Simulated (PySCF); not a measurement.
Species: C6H14PS (charge +1).
Atom-mapped SMILES: `[CH3:1][P+:2]1([CH3:3])[CH2:4][CH2:5][S:6][CH2:7][CH2:8]1` (hydrogens: H9, H10, H11 on C1; H12, H13, H14 on C3; H15, H16 on C4; H17, H18 on C5; H19, H20 on C7; H21, H22 on C8)

Computed with PySCF at PBE0/pcSseg-1, non-relativistic, on one gas-phase PBE0-D3(BJ)/def2-SVP geometry that isn't relaxed in the solvent. The solvent is an IEF-PCM continuum (cavity from Bondi-type radii × 1.2). Specific hydrogen bonds and non-electrostatic terms are outside this model.

Gas phase at PBE0/pcSseg-1: HOMO -10.46 eV, LUMO -3.36 eV.

**Question.** What does the continuum do to the energy and the frontier levels at PBE0/pcSseg-1 in benzene and methanol?

**Answer.** 
```json
{"solvent": "benzene", "ε": "2.271", "E(solvent) − E(gas) (kcal/mol)": "-30.83", "polarisation term (kcal/mol)": "-31.25", "distortion of the solute (kcal/mol)": "0.42", "HOMO (eV)": "-8.40", "LUMO (eV)": "-1.02"}
{"solvent": "methanol", "ε": "32.61", "E(solvent) − E(gas) (kcal/mol)": "-55.09", "polarisation term (kcal/mol)": "-57.27", "distortion of the solute (kcal/mol)": "2.18", "HOMO (eV)": "-7.01", "LUMO (eV)": "0.72"}
```

The first energy column is the sum of the next two and covers electrostatics alone. From benzene to methanol the lowering changes by a factor 1.79, Born's factor 1 − 1/ε by 1.73 and ε itself by 14.4.

**Question.** Which radius a makes Born's formula ΔE = −(q²/2a)(1 − 1/ε) give the value in methanol?

**Answer.** a = q²(1 − 1/ε)/(2|ΔE|) = 2.92 Å, with q = +1 e and |ΔE| = 0.0878 Eh; the farthest nucleus lies 3.24 Å from the centroid of the nuclei. The formula assumes a point charge at the centre of a sphere.

**Question.** Which Hirshfeld charges (PBE0/pcSseg-1) respond most in benzene (means over atoms taken as equivalent)?

**Answer.** 
| atoms | environment | gas (e) | solvent (e) | change |
| --- | --- | --- | --- | --- |
| S6 | sulfide sulfur | +0.053 | +0.025 | -0.028 |
| P2 | phosphonium phosphorus | +0.478 | +0.487 | +0.009 |
| C4/C8 | sp3 carbon bound to phosphorus | -0.091 | -0.089 | +0.002 |
| H15/H16/H21/H22 | methylene hydrogen | +0.071 | +0.073 | +0.002 |
| C1/C3 | sp3 carbon bound to phosphorus | -0.123 | -0.122 | +0.001 |
| C5/C7 | sp3 carbon bound to sulfur | -0.063 | -0.062 | +0.001 |
| H9 (×6) | methyl hydrogen | +0.082 | +0.082 | 0.000 |
| H17/H18/H19/H20 | methylene hydrogen | +0.063 | +0.062 | -0.001 |
